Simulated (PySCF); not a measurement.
# Spinor energies of Ag (silver, neutral)

Start: [Kr] 4d10 5s1; 5s1/2 filled at m_j = +1/2. Calculated with PySCF 2.14 in x2c-TZVPPall-2c (8s9p7d2f1g, 93 functions): generalised Hartree-Fock with the X2C-1e Hamiltonian and a Gaussian nucleus; one run each with spin-orbit coupling (SO) switched off, then screened by Boettger's factors.

| spinor shell | electrons | ε, spin-free (eV) | ε, screened SO (eV) | weight of nominal j (screened SO) | rms radius, screened SO (bohr) |
| --- | --- | --- | --- | --- | --- |
| 1s1/2 | 2 | -25645.6 | -25643.6 | 1.000 | 0.0357 |
| 2s1/2 | 2 | -3861.9 | -3861.4 | 1.000 | 0.146 |
| 2p1/2 | 2 | -3457.0 | -3578.4 | 1.000 | 0.127 |
| 2p3/2 | 4 | -3457.0 | -3401.1 | 1.000 | 0.131 |
| 3s1/2 | 2 | -744.77 | -744.64 | 1.000 | 0.392 |
| 3p1/2 | 2 | -608.45 | -630.64 | 1.000 | 0.387 |
| 3p3/2 | 4 | -608.45 | -598.19 | 1.000 | 0.398 |
| 3d3/2 | 4 | -393.99 | -397.78 | 1.000 | 0.374 |
| 4s1/2 | 2 | -116.20 | -116.19 | 1.000 | 0.979 |
| 4p1/2 | 2 | -74.581 | -78.304 | 1.000 | 1.06 |
| 4p3/2 | 4 | -74.581 | -72.871 | 1.000 | 1.09 |
| 4d3/2 | 4 | -13.891 | -14.306 | 0.998 | 1.52 |
| 4d5/2 | 6 | -13.891 | -13.618 | 0.999 | 1.55 |
| 5s1/2 | 1 | -6.484 | -6.487 | 1.000 | 3.68 |

**Question.** Where does 3d5/2 lie, and what is the 3d spin-orbit splitting (screened SO)?

**Answer.** At -391.35 eV, 6.431 eV above 3d3/2.

| quantity | spin-free | screened SO |
| --- | --- | --- |
| E (hartree) | -5312.33376 | -5313.31643 |
| M_J | 1/2 | 1/2 |
| ⟨J²⟩ | 0.752 | 0.752 |
| ⟨L²⟩ | 0.000 | 0.015 |
| ⟨S²⟩ | 0.752 | 0.767 |

Breit and QED terms are absent; they matter most for the inner s and p1/2 levels.

Densities and radii are taken from the X2C orbitals without a picture-change correction, which distorts them close to the nucleus.

Without spin-orbit coupling the j labels of p, d and f shells carry no meaning; the spin-free column gives the mean over the occupied spinors of each nl shell.
